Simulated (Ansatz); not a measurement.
`[SiH3]C1CB1Cl` and `ClB1CC1Cl` differ in one atom or group.

Ansatz, PBE0-D4/def2-TZVP geometries, multiplicity 1. 

```json
{"property": "LUMO energy (PBE/def2-TZVPP) / eV", "`[SiH3]C1CB1Cl`": "-2.25"}
{"property": "HOMO energy (ωB97M-V/def2-TZVPP) / eV", "`[SiH3]C1CB1Cl`": "-9.59"}
{"property": "HOMO–LUMO gap (B3LYP/def2-TZVPP) / eV", "`[SiH3]C1CB1Cl`": "5.72"}
{"property": "HOMO energy (PBE/def2-TZVPP) / eV", "`[SiH3]C1CB1Cl`": "-6.12"}
{"property": "size of the dipole moment (PBE/def2-TZVPP) / D", "`[SiH3]C1CB1Cl`": "0.90"}
{"property": "LUMO energy (PBE0/def2-TZVPP) / eV", "`[SiH3]C1CB1Cl`": "-1.27"}
```

What does the change do to each property? (Best estimate.)

Computed: 
```
                                      property  `ClB1CC1Cl`  shift
             LUMO energy (PBE/def2-TZVPP) / eV        -2.79  -0.54
         HOMO energy (ωB97M-V/def2-TZVPP) / eV        -9.54   0.05
         HOMO–LUMO gap (B3LYP/def2-TZVPP) / eV         5.12  -0.60
             HOMO energy (PBE/def2-TZVPP) / eV        -6.03   0.09
size of the dipole moment (PBE/def2-TZVPP) / D         1.72   0.82
            LUMO energy (PBE0/def2-TZVPP) / eV        -1.82  -0.55
```

With PBE0 the HOMO rises by 0.05 eV and the LUMO falls by 0.55 eV, so the gap narrows by about 0.60 eV. PBE moves the HOMO by 0.09 eV and ωB97M-V by 0.05 eV. Dipoles are sizes alone; their direction can turn.

B3LYP here is the variant with VWN-RPA as its local correlation; programs differ in this.
